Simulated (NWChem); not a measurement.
System: C3H5O, doublet; SMILES [CH]=C(C)O

NWChem input:

```
start job
memory heap 200 mb stack 900 mb global 1100 mb
geometry units angstroms noautosym nocenter noautoz
  C     -1.282436    -0.720288     0.000000
  C     -0.120406    -0.083321     0.000000
  C      0.018017     1.404160     0.000000
  O      1.099934    -0.693735     0.000000
  H     -1.680375    -1.732421     0.000000
  H     -0.963172     1.893659     0.000000
  H      0.585163     1.727061     0.887466
  H      0.585163     1.727061    -0.887466
  H      0.971493    -1.649482     0.000000
end
basis spherical
  C library iglo-ii
  O library iglo-ii
  H library iglo-ii
end
dft
  odft
  mult 2
  xc hfexch
  iterations 150
end
property
  hyperfine
end
task dft property
```

NWChem printed, in part:

```
             Northwest Computational Chemistry Package (NWChem) 7.3.0
             --------------------------------------------------------

                             Geometry "geometry" -> ""
                             -------------------------

 Output coordinates in angstroms (scale by  1.889725989 to convert to a.u.)

  No.       Tag          Charge          X              Y              Z
 ---- ---------------- ---------- -------------- -------------- --------------
    1 C                    6.0000    -1.28243600    -0.72028800     0.00000000
    2 C                    6.0000    -0.12040600    -0.08332100     0.00000000
    3 C                    6.0000     0.01801700     1.40416000     0.00000000
    4 O                    8.0000     1.09993400    -0.69373500     0.00000000
    5 H                    1.0000    -1.68037500    -1.73242100     0.00000000
    6 H                    1.0000    -0.96317200     1.89365900     0.00000000
    7 H                    1.0000     0.58516300     1.72706100     0.88746600
    8 H                    1.0000     0.58516300     1.72706100    -0.88746600
    9 H                    1.0000     0.97149300    -1.64948200     0.00000000

 Effective nuclear repulsion energy (a.u.)     112.5073496443

  xc_inp: hfexch multiplicative factor not found.
                              NWChem Property Module
                              ----------------------

  itol2e modified to match energy
  convergence criterion.

                                 NWChem DFT Module
                                 -----------------

 Summary of "ao basis" -> "ao basis" (spherical)
 ------------------------------------------------------------------------------
       Tag                 Description            Shells   Functions and Types
 ---------------- ------------------------------  ------  ---------------------
 C                          iglo-ii                 10       22   5s4p1d
 O                          iglo-ii                 10       22   5s4p1d
 H                          iglo-ii                  4        6   3s1p

  itol2e modified to match energy
  convergence criterion.

            General Information
            -------------------
          SCF calculation type: DFT
          Wavefunction type:  spin polarized.
          No. of atoms     :     9
          No. of electrons :    31
           Alpha electrons :    16
            Beta electrons :    15
          Charge           :     0
          Spin multiplicity:     2
          Use of symmetry is: off; symmetry adaption is: off
          Maximum number of iterations: 150
          AO basis - number of functions:   118
                     number of shells:    60
          Convergence on energy requested:  1.00D-07
          Convergence on density requested:  1.00D-05
          Convergence on gradient requested:  5.00D-04

              XC Information
              --------------
                     Hartree-Fock (Exact) Exchange  1.000

      Superposition of Atomic Density Guess
      -------------------------------------

 Sum of atomic energies:        -190.28153115

      Non-variational initial energy
      ------------------------------

 Total energy =    -192.371823
 1-e energy   =    -479.449214
 2-e energy   =     174.570040
 HOMO         =      -0.198701
 LUMO         =       0.064251

   convergence    iter        energy       DeltaE   RMS-Dens  Diis-err
 ---------------- ----- ----------------- --------- --------- ---------
 d= 0,ls=0.0,diis     1   -191.2624759359 -3.04D+02  1.83D-03  9.91D-02
                                                     1.78D-03  1.14D-01
 d= 0,ls=0.0,diis     2   -191.3229981167 -6.05D-02  7.46D-04  1.78D-02
                                                     6.58D-04  1.64D-02
 d= 0,ls=0.0,diis     3   -191.3315058532 -8.51D-03  4.25D-04  3.14D-03
                                                     3.07D-04  3.41D-03
 d= 0,ls=0.0,diis     4   -191.3340578217 -2.55D-03  1.72D-04  2.40D-04
                                                     1.94D-04  5.02D-04
 d= 0,ls=0.0,diis     5   -191.3348279148 -7.70D-04  1.83D-04  2.32D-04
                                                     1.70D-04  1.79D-04
  Resetting Diis
 d= 0,ls=0.0,diis     6   -191.3355053941 -6.77D-04  2.07D-04  1.25D-04
                                                     2.28D-04  1.78D-04
 d= 0,ls=0.0,diis     7   -191.3362796147 -7.74D-04  9.62D-05  1.28D-04
                                                     9.53D-05  1.10D-04
 d= 0,ls=0.0,diis     8   -191.3365969979 -3.17D-04  2.03D-04  9.58D-05
                                                     2.29D-04  1.12D-04
 d= 0,ls=0.0,diis     9   -191.3372368626 -6.40D-04  8.89D-04  9.49D-05
                                                     9.94D-04  6.46D-05
 d= 0,ls=0.0,diis    10   -191.3382310173 -9.94D-04  2.94D-04  3.11D-05
                                                     3.33D-04  2.49D-05
 d= 0,ls=0.0,diis    11   -191.3383066537 -7.56D-05  5.63D-05  2.73D-06
                                                     6.76D-05  4.59D-06
 d= 0,ls=0.0,diis    12   -191.3383311209 -2.45D-05  5.30D-05  6.25D-07
                                                     6.37D-05  1.26D-06
 d= 0,ls=0.0,diis    13   -191.3383384197 -7.30D-06  4.57D-06  3.84D-08
                                                     3.89D-06  6.50D-08
 d= 0,ls=0.0,diis    14   -191.3383384882 -6.86D-08  3.35D-06  1.31D-08
                                                     3.95D-06  6.13D-09

         Total DFT energy =     -191.338338488229
      One electron energy =     -482.470119933113
           Coulomb energy =      204.207130239894
    Exchange-Corr. energy =      -25.582698439309
 Nuclear repulsion energy =      112.507349644299

 Numeric. integr. density =        0.000000000000

                    DFT Final Alpha Molecular Orbital Analysis
                    ------------------------------------------

[...]

          ----------------------
          Hyperfine Interactions
          ----------------------

 Total Spin Density (Fermi Contact Term)
 ------------------ --------------------
     Atom            x         y         z       Density (a.u.)      Aiso(MHz)     Aiso(Gauss)
     1  13-C     -2.42345  -1.36115   0.00000       0.466756        524.722667     187.233779
     2  13-C     -0.22753  -0.15745   0.00000      -0.086299        -97.016275     -34.617761
     3  13-C      0.03405   2.65348   0.00000       0.048309         54.308256      19.378503
     4  17-O      2.07857  -1.31097   0.00000       0.007350         -4.455388      -1.589790
     5   1-H     -3.17545  -3.27380   0.00000      -0.016497        -73.741249     -26.312667
     6   1-H     -1.82013   3.57850   0.00000      -0.000678         -3.028472      -1.080632
     7   1-H      1.10580   3.26367   1.67707      -0.008334        -37.249842     -13.291647
     8   1-H      1.10580   3.26367  -1.67707      -0.008334        -37.249842     -13.291647
     9   1-H      1.83586  -3.11707   0.00000      -0.001117         -4.992056      -1.781287

           -------------------------------------------
           Anisotropic Interaction (Spin-Dipolar Term)
           -------------------------------------------

 ------------------------------------------------------------
     Atom            x         y         z
 ------------------------------------------------------------
     1  13-C     -2.42345  -1.36115   0.00000

   Spin-Dipolar term (a.u.)
        xx             yy             zz             xy             xz             yz
 ------------------------------------------------------------------------------------------
       0.090106      -0.104084       0.013978      -0.761484       0.000000       0.000000

   Principal Comp. of -hf- tensor (au)            Anisotropic -hfcc- (MHz)               Anisotropic -hfcc- (Gauss)
 --------------------------------------------------------------------------------------------------------------------------
      0.760661    -0.774638     0.013978     102.073378  -103.949084     1.875706      36.422258   -37.091555     0.669297

   Orientation of the principal axis of Hyperfine Tensor w.r.t absolute (molecular) frame
 --------------------------------------------------------------------------------------------------------------------------
      0.750494     0.660877     0.000000
     -0.660877     0.750494     0.000000
      0.000000     0.000000     1.000000

 ------------------------------------------------------------
     Atom            x         y         z
 ------------------------------------------------------------
     2  13-C     -0.22753  -0.15745   0.00000

   Spin-Dipolar term (a.u.)
        xx             yy             zz             xy             xz             yz
 ------------------------------------------------------------------------------------------
       0.279627       0.254899      -0.534526       0.046671       0.000000      -0.000000

   Principal Comp. of -hf- tensor (au)            Anisotropic -hfcc- (MHz)               Anisotropic -hfcc- (Gauss)
 --------------------------------------------------------------------------------------------------------------------------
      0.315543     0.218982    -0.534526      42.342910    29.385332   -71.728242      15.108978    10.485400   -25.594377

   Orientation of the principal axis of Hyperfine Tensor w.r.t absolute (molecular) frame
 --------------------------------------------------------------------------------------------------------------------------
      0.792491    -0.609884     0.000000
      0.609884     0.792491     0.000000
      0.000000     0.000000     1.000000

 ------------------------------------------------------------
     Atom            x         y         z
 ------------------------------------------------------------
     3  13-C      0.03405   2.65348   0.00000

   Spin-Dipolar term (a.u.)
        xx             yy             zz             xy             xz             yz
 ------------------------------------------------------------------------------------------
       0.002215       0.018774      -0.020989       0.032669      -0.000000      -0.000000

   Principal Comp. of -hf- tensor (au)            Anisotropic -hfcc- (MHz)               Anisotropic -hfcc- (Gauss)
 --------------------------------------------------------------------------------------------------------------------------
     -0.023207     0.044196    -0.020989      -3.114178     5.930700    -2.816522      -1.111214     2.116218    -1.005003

   Orientation of the principal axis of Hyperfine Tensor w.r.t absolute (molecular) frame
 --------------------------------------------------------------------------------------------------------------------------
      0.789202     0.614133    -0.000000
     -0.614133     0.789202     0.000000
      0.000000     0.000000     1.000000

 ------------------------------------------------------------
     Atom            x         y         z
 ------------------------------------------------------------
     4  17-O      2.07857  -1.31097   0.00000

   Spin-Dipolar term (a.u.)
        xx             yy             zz             xy             xz             yz
 ------------------------------------------------------------------------------------------
       0.420217      -0.011358      -0.408858      -0.003096       0.000000      -0.000000

   Principal Comp. of -hf- tensor (au)            Anisotropic -hfcc- (MHz)               Anisotropic -hfcc- (Gauss)
 --------------------------------------------------------------------------------------------------------------------------
      0.420239    -0.011380    -0.408858     -30.408185     0.823484    29.584701     -10.850378     0.293839    10.556539

   Orientation of the principal axis of Hyperfine Tensor w.r.t absolute (molecular) frame
 --------------------------------------------------------------------------------------------------------------------------
      0.999974     0.007172     0.000000
     -0.007172     0.999974     0.000000
      0.000000     0.000000     1.000000

 ------------------------------------------------------------
     Atom            x         y         z
 ------------------------------------------------------------
     5   1-H     -3.17545  -3.27380   0.00000

   Spin-Dipolar term (a.u.)
        xx             yy             zz             xy             xz             yz
 ------------------------------------------------------------------------------------------
      -0.027931       0.088493      -0.060562       0.045574      -0.000000      -0.000000

   Principal Comp. of -hf- tensor (au)            Anisotropic -hfcc- (MHz)               Anisotropic -hfcc- (Gauss)
 --------------------------------------------------------------------------------------------------------------------------
     -0.043649     0.104211    -0.060562     -23.288886    55.601895   -32.313009      -8.310040    19.840105   -11.530065

   Orientation of the principal axis of Hyperfine Tensor w.r.t absolute (molecular) frame
 --------------------------------------------------------------------------------------------------------------------------
      0.945356     0.326039     0.000000
     -0.326039     0.945356     0.000000
      0.000000     0.000000     1.000000

 ------------------------------------------------------------
     Atom            x         y         z
 ------------------------------------------------------------
     6   1-H     -1.82013   3.57850   0.00000

   Spin-Dipolar term (a.u.)
        xx             yy             zz             xy             xz             yz
 ------------------------------------------------------------------------------------------
      -0.003113       0.014205      -0.011093       0.008576      -0.000000       0.000000

   Principal Comp. of -hf- tensor (au)            Anisotropic -hfcc- (MHz)               Anisotropic -hfcc- (Gauss)
 --------------------------------------------------------------------------------------------------------------------------
     -0.006641     0.017734    -0.011093      -3.543081     9.461757    -5.918676      -1.264257     3.376184    -2.111927

   Orientation of the principal axis of Hyperfine Tensor w.r.t absolute (molecular) frame
 --------------------------------------------------------------------------------------------------------------------------
      0.924799     0.380455     0.000000
     -0.380455     0.924799     0.000000
      0.000000     0.000000     1.000000

 ------------------------------------------------------------
     Atom            x         y         z
 ------------------------------------------------------------
     7   1-H      1.10580   3.26367   1.67707

   Spin-Dipolar term (a.u.)
        xx             yy             zz             xy             xz             yz
 ------------------------------------------------------------------------------------------
       0.003650      -0.004334       0.000684       0.004999       0.004280       0.001092

   Principal Comp. of -hf- tensor (au)            Anisotropic -hfcc- (MHz)               Anisotropic -hfcc- (Gauss)
 --------------------------------------------------------------------------------------------------------------------------
      0.008477    -0.006864    -0.001613       4.522658    -3.662053    -0.860604       1.613794    -1.306710    -0.307084

[...]
```

Level: UHF/IGLO-II, contact and dipolar terms. In the optimisation the excess spin sits in a' (Cs, its own frame). Structure relaxed at the PBE0/def2-SVP, spin-unrestricted level. The determinant is spin-contaminated (<S²> = 0.94). No stability test was run on the SCF state.
